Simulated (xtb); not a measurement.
xtb input (GFN2-xTB):

```bash
xtb mol.xyz --gfn 2 --ohess tight --chrg -1 --uhf 0
```
mol.xyz:
```
15

C      2.37040041    -0.64144516    -0.21644600
Si     0.92031564     0.63380851    -0.34386192
B     -0.82496563     0.04261900     0.19791313
C     -2.04516654     1.02111248     0.55656247
C     -1.33398218    -1.52536351     0.02365836
H      2.76880913    -0.68536586     0.80336244
H      3.21403381    -0.32653460    -0.87887624
H      2.00974154    -1.62154270    -0.46968826
H      1.34632932     1.92075816     0.33361768
H     -2.88314953     0.99904372    -0.17538736
H     -2.45010796     0.79398798     1.57655193
H     -1.75477215     2.07824841     0.55443814
H     -0.53938918    -2.18197987    -0.28121269
H     -1.67931568    -1.84305369     0.99638136
H     -2.19005936    -1.59007759    -0.69143940
```

End of the output:

```
   ------------------------------------------------------------------------
    298.15    0.100454E-01    0.130612E+00    0.434431E-01    0.871686E-01
   ------------------------------------------------------------------------

         :::::::::::::::::::::::::::::::::::::::::::::::::::::
         ::                  THERMODYNAMIC                  ::
         :::::::::::::::::::::::::::::::::::::::::::::::::::::
         :: total free energy         -14.500906571258 Eh   ::
         ::.................................................::
         :: total energy              -14.588075170007 Eh   ::
         :: zero point energy           0.120566248168 Eh   ::
         :: G(RRHO) w/o ZPVE           -0.033397649418 Eh   ::
         :: G(RRHO) contrib.            0.087168598749 Eh   ::
         :::::::::::::::::::::::::::::::::::::::::::::::::::::

optimized geometry written to: xtbopt.xyz

           -------------------------------------------------
          | TOTAL ENERGY              -14.588075170007 Eh   |
          | TOTAL ENTHALPY            -14.457463482427 Eh   |
          | TOTAL FREE ENERGY         -14.500906571258 Eh   |
          | GRADIENT NORM               0.000273150614 Eh/α |
          | HOMO-LUMO GAP               2.658412850765 eV   |
           -------------------------------------------------

------------------------------------------------------------------------
------------------------------------------------------------------------
 total:
 SCF:
 ANC optimizer:
 analytical hessian:
```

It need not be the lowest isomer of its formula. Whether it binds its extra electron was not tested at this geometry.
